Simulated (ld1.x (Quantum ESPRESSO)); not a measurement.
**Which change was made? (Ti, ultrasoft)**

ld1.x (Quantum ESPRESSO) 7.5 input, shortened:

```
&input
   title='Ti', zed=22., rel=1, dft='WC', iswitch=3,
   config='[Ar] 3d2 4s2 4p0 4f-2'
 /
 &inputp
   pseudotype=3, tm=.true., lloc=3,
   nlcc=.false.,
   which_augfun='PSQ', rmatch_augfun=1.10
 /
7
4S  1  0   2.00   0.00  2.05  2.90  0.0
4S  1  0   0.00   3.05  2.05  2.90  0.0
4P  2  1   0.00   0.00  2.20  2.70  0.0
4P  2  1   0.00   1.95  2.20  2.70  0.0
3D  3  2   2.00   0.00  1.10  1.15  0.0
3D  3  2   0.00   4.90  1.10  1.15  0.0
4F  4  3  -2.00   0.05  2.80  2.80  0.0
 &test
   configts(1)='3d2 4s2 4p0'
 /
```

Cutoffs, loose and tight: the cutoffs (Ry, on a coarse ladder) from which the occupation-weighted sum of valence levels, in a spherical-Bessel basis at the reference potential, stays within 10 and 1 mRy of its value at 400 Ry. They do not see the model core or the augmentation charge, which bear on the density cutoff. Test errors are all-electron minus pseudo excitation energies from the reference, over the configurations 3d2 4s1 4p0; 3d2 4s0 4p0; 3d1 4s0 4p0; 3d1 4s2 4p0; 3d3 4s0 4p0; 3d2 4s1.5 4p0; 3d2 4s0 4p2; variants that change the core or the reference have their own tests.

The base gives: outcome: generated; cutoff, loose: 70 Ry; cutoff, tight: 100 Ry; bound ghosts: none; largest test error (meV): -76.

(1) After one change the result is: outcome: generated; cutoff, loose: 70 Ry; cutoff, tight: 110 Ry; bound ghosts: none; largest test error (meV): +243. Which change was it?
A. wave 4f channel at 0.05 Ry: rc 2.80 bohr becomes 4f channel at 0.05 Ry: rc 4.16 bohr
B. wave 4f channel at 0.05 Ry: rc 2.80 bohr becomes 4f channel at 0.05 Ry: rc 1.94 bohr
C. wave 4f channel at 0.05 Ry: rc 2.80 bohr becomes 4f channel at 0.05 Ry: rc 2.28 bohr

## Answers

(1) C. The others give: wave 4f channel at 0.05 Ry: rc 2.80 bohr becomes 4f channel at 0.05 Ry: rc 1.94 bohr → outcome: generated; cutoff, loose: 70 Ry; cutoff, tight: 100 Ry; bound ghosts: s; largest test error (meV): -82 | wave 4f channel at 0.05 Ry: rc 2.80 bohr becomes 4f channel at 0.05 Ry: rc 4.16 bohr → outcome: generated; cutoff, loose: 70 Ry; cutoff, tight: 110 Ry; bound ghosts: none; largest test error (meV): -58.
